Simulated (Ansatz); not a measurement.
The same path of C$_{2}$H$_{6}$AlNOS (12 atoms, charge 0, multiplicity 1) was run twice with different band settings. Lost on the way: N4–H10. Made: S2–H10.

Method: RKS PBE0-D4/cc-pVDZ in Ansatz 0.2.0.

Relaxed end points:

```xyz
12
Properties=species:S:1:pos:R:3
C -0.991 -1.884 -0.957
S -1.436 -0.108 -1.071
Al 0.137 0.756 0.190
N 1.338 -0.294 0.989
C 0.148 2.767 0.392
O -0.733 3.386 -0.172
H -1.684 -2.428 -1.613
H 0.035 -2.068 -1.305
H -1.111 -2.262 0.069
H 1.370 -1.307 0.938
H 2.092 0.040 1.581
H 0.911 3.346 0.993
```

```xyz
12
Properties=species:S:1:pos:R:3
C -0.677 -1.865 -0.634
S -0.879 -0.082 -0.977
Al 0.951 0.747 0.408
N 1.899 -0.666 0.531
C 0.145 2.616 0.538
O -0.937 2.752 -0.004
H -0.950 -2.426 -1.536
H 0.389 -1.970 -0.353
H -1.315 -2.153 0.209
H -1.953 0.222 -0.209
H 2.801 -0.731 1.002
H 0.602 3.501 1.060
```

Common settings: climbing image yes; spring 5.0 eV/Å²; optimiser quadratic models (default); start path through a guess of the saddle point; force threshold 0.05 eV/Å; iteration limit 60; end points relaxed.

| run | movable images |
| --- | --- |
| 1 | 7 |
| 2 | 2 |

What does each run give, and how far can it be trusted?

Run 1: converged after 46 iterations, highest image 2.981 eV above the first end. Neighbouring images differ by up to 1.6 eV, so the band resolves the path poorly. A vibrational analysis at the climbing image gives one clearly imaginary mode, 53i cm⁻¹: a first-order saddle point.
Run 2: converged after 55 iterations, highest image 2.971 eV above the first end. Neighbouring images differ by up to 2.7 eV, so the band resolves the path poorly. The order of the stationary point at the top wasn't checked. So few images can step over the top or miss a turn of the path.
The orbitals stay closed-shell, which can raise the energy where a bond breaks towards radicals; this wasn't checked here.
